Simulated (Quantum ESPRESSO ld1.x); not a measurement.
O6+, configuration [He] (the NIST ground configuration). Method: non-relativistic Kohn-Sham, PW91, spin-unpolarised, spherical densities, point nucleus; computed with ld1.x of Quantum ESPRESSO 7.5.

Unscreened Slater integrals over Kohn-Sham orbitals (hartree). Empty in this configuration: 2s.

integral,value
"F0(1s,1s)",4.7658
"F0(1s,2s)",1.4892
"G0(1s,2s)",0.14772
"F0(2s,2s)",1.0623
